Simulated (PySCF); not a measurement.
## Computed spin Hamiltonian

C5H13N2 (doublet state).
Z-matrix (Å and degrees, GFN2-xTB geometry), rows numbered from 1:
```
C 
C   1  1.5272
C   2  1.5393  1  109.87
N   3  1.4452  2  111.67  1    77.19
C   2  1.5372  1  109.04  3   125.42
C   5  1.5464  2  114.14  1  -161.56
N   6  1.4204  5  113.58  2    85.15
H   1  1.0870  2  109.57  3   -56.37
H   1  1.0878  2  110.79  3  -176.60
H   1  1.0876  2  110.52  3    63.15
H   2  1.0963  1  108.86  3  -116.67
H   3  1.0959  2  108.37  1   -41.98
H   3  1.1023  2  109.52  1  -158.29
H   4  1.0164  3  109.67  2  -178.93
H   4  1.0696  3  106.94  2    66.46
H   5  1.0927  2  109.08  1   -40.65
H   5  1.0914  2  108.26  1    76.37
H   6  1.1012  5  107.77  2  -154.03
H   6  1.0946  5  110.18  2   -36.69
H   7  1.0206  6  109.45  5    63.27
```

The hyperfine couplings belong to this conformer and change with its torsions.

As a line formula: `C[C@@H](CN)CC[NH]` [radical].

Method used: PySCF 2.14.0, UKS B3LYP, pcH-1 on C H N, non-relativistic, mean-field spin-orbit, GIAO. The structure is a single GFN2-xTB conformer in the gas phase; no vibrational or solvent corrections. A GFN2-xTB geometry isn't a minimum of the functional, and hyperfine couplings can be far from their values at a DFT geometry. Stability of the SCF solution: not tested.

* g1, g2, g3: 2.00207, 2.00364, 2.00658
* g_iso: 2.00409
* Form of g: rhombic: the two nearest values differ by 35 % of g3 − g1
* ⟨S²⟩: 0.7547 (exact 0.7500)
* HOMO–LUMO gap, α and β orbitals: 7.18, 3.07 eV

Isotropic coupling and dipolar principal values T1 to T3, in MHz:

```
atom  isotope  a_iso     T1     T2    T3  Mulliken spin population
  C1      13C    2.2   -0.5   -0.3   0.9                      0.00
  C2      13C    0.7   -1.0   -0.5   1.5                      0.00
  C3      13C   -5.1   -1.3   -0.4   1.8                     -0.01
  N4      14N    8.6  -10.1   -9.7  19.8                      0.17
  C5      13C   50.8   -6.0   -5.3  11.2                      0.05
  C6      13C  -28.6   -4.1    1.2   2.9                     -0.05
  N7      14N   27.7  -39.5  -38.4  77.9                      0.83
  H8       1H    0.4   -1.4   -0.8   2.2                      0.00
  H9       1H    0.1   -1.0   -0.6   1.6                      0.00
 H10       1H    3.3   -0.8   -0.5   1.4                      0.00
 H11       1H   -0.7   -1.5   -1.0   2.5                      0.00
 H12       1H   22.3   -2.2   -1.1   3.3                      0.01
 H13       1H    8.7   -3.0   -1.7   4.6                      0.00
 H14       1H   -5.0  -12.6   -1.5  14.1                      0.00
 H15       1H  -62.9  -43.5  -39.8  83.3                     -0.03
 H16       1H   -4.1   -4.8   -2.4   7.3                      0.00
 H17       1H    2.3   -3.7   -1.6   5.4                      0.00
 H18       1H  125.7   -6.2   -3.5   9.7                      0.05
 H19       1H   -0.2   -5.3   -4.3   9.5                      0.00
 H20       1H  -51.0  -45.9   -8.9  54.8                     -0.03
```

The largest Mulliken spin populations are on N7 (+0.83) and N4 (+0.17).

Axes: g2 points within 14° of the N4–H14 bond and g3 points within 12° of the C3–N4 bond.

Under fast tumbling the dipolar parts average out, and these isotropic splittings remain (the largest six): 1 × 1H (H18, I = 1/2, 2 lines) with 4.48 mT, 1 × 1H (H20, I = 1/2, 2 lines) with 1.82 mT, 2 × 1H (H14/H15, I = 1/2, 3 lines) with 1.21 mT, 1 × 14N (N7, I = 1, 3 lines) with 0.99 mT, 1 × 1H (H12, I = 1/2, 2 lines) with 0.79 mT and 1 × 1H (H13, I = 1/2, 2 lines) with 0.31 mT.

Nuclei that the bonding pattern makes equivalent are averaged, as if the motion that swaps them (rotation, inversion, ring flip) were fast. The 1H value of -34.0 MHz is a mean of couplings from -62.9 to -5.0 MHz in this one geometry, not an average over conformers.

The 13C coupling of C5 (50.8 MHz) shows only in satellite lines or after enrichment, since that isotope makes up about 1.07 % of natural carbon.

The run took 2.3 min wall (grids of density and orbitals included) on one thread of an Arm Neoverse N1, no GPU, on a shared host, and the process peaked at 0.98 GiB of memory.
